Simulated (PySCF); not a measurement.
C₄H₉FSi, SMILES C/C=C(\F)[SiH2]C. Atoms are numbered in the order given.

```xyz
15

C      2.8793     0.4152     0.0288
C      1.5355     0.1680    -0.5919
C      0.4253    -0.1541     0.0777
F      0.4775    -0.2726     1.4362
Si    -1.2946    -0.4682    -0.6247
C     -2.5243     0.6841     0.1993
H      3.2375     1.4316    -0.2044
H      2.8350     0.3016     1.1204
H      3.6286    -0.2902    -0.3672
H      1.4406     0.2536    -1.6799
H     -1.6729    -1.8890    -0.3655
H     -1.2159    -0.2454    -2.0983
H     -2.2918     1.7347    -0.0351
H     -3.5553     0.4743    -0.1261
H     -2.4746     0.5586     1.2926
```

Geometry optimised at ωB97X-D3(BJ)/def2-SVP. The structure was generated by enumeration; whether it is a known compound was not checked. The values are those of a single conformer.

Level of theory: TDA-PBE/def2-SVPD (PySCF).

Vertical excitations. The molecule is in vacuum.

```tsv
state	energy (eV)	λ (nm)	f	main pairs
S1	5.87	211	0.035	HOMO→LUMO+1 90 %
S2	6.20	200	0.084	HOMO→LUMO+2 77 %, HOMO→LUMO 17 %
S3	6.61	187	0.063	HOMO→LUMO+3 82 %
S4	6.74	184	0.028	HOMO−1→LUMO 52 %, HOMO→LUMO+4 35 %
S5	6.79	183	0.154	HOMO−1→LUMO 27 %, HOMO→LUMO 18 %, HOMO→LUMO+3 16 %, HOMO→LUMO+4 10 %
S6	6.95	178	0.127	HOMO→LUMO+4 52 %, HOMO−1→LUMO 11 %, HOMO→LUMO+5 10 %, HOMO→LUMO 10 %
S7	7.06	176	0.007	HOMO−2→LUMO 55 %, HOMO−3→LUMO 34 %, HOMO→LUMO+5 8 %
S8	7.12	174	0.027	HOMO→LUMO+5 51 %, HOMO−3→LUMO 40 %
S9	7.38	168	0.046	HOMO→LUMO+6 32 %, HOMO−1→LUMO+1 18 %, HOMO−2→LUMO 10 %, HOMO−3→LUMO 9 %
S10	7.40	168	0.003	HOMO→LUMO+6 54 %, HOMO−1→LUMO+1 40 %
T1	4.20	295	0	HOMO→LUMO 97 %
T2	5.75	215	0	HOMO→LUMO+1 99 %
T3	6.15	201	0	HOMO→LUMO+2 69 %, HOMO−1→LUMO 29 %
T4	6.21	200	0	HOMO−1→LUMO 69 %, HOMO→LUMO+2 29 %
```
Triplets are in the Tamm–Dancoff approximation.
